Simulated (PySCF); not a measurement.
**Mg (magnesium, neutral) across methods**

[Ne] 3s2, closed-shell 1S. Computed with PySCF 2.14 in aug-cc-pVTZ with one added diffuse shell each of s, p, d, f type (7s6p4d3f, 66 functions), with no relativity, point nucleus. The B2PLYP total includes its PT2 part (frozen core); its orbital energies are those of the SCF part.

```
   method  E (hartree)  mean ε 2s (eV)  mean ε 2p (eV)  mean ε 3s (eV)  Σ⟨r²⟩ (bohr²)   ⟨S²⟩
    B97-3    -200.0540         -86.183         -51.211          -5.431          28.09  0.000
     MN15    -199.9814         -83.717         -52.318          -5.688          29.17  0.000
      LDA    -199.1292         -79.169         -46.974          -4.774          28.07  0.000
   r2SCAN    -200.0396         -82.897         -48.372          -4.815          28.56  0.000
      PBE    -199.9488         -79.756         -46.890          -4.698          28.31  0.000
     PBE0    -199.9668         -85.716         -50.930          -5.425          28.38  0.000
   B2PLYP    -199.9616         -91.907         -55.135          -5.961          28.64  0.000
      UHF   -199.61335         -102.52         -62.100          -6.886          29.62  0.000
CAM-B3LYP    -200.0747         -86.457         -52.249          -6.486          28.11  0.000
```
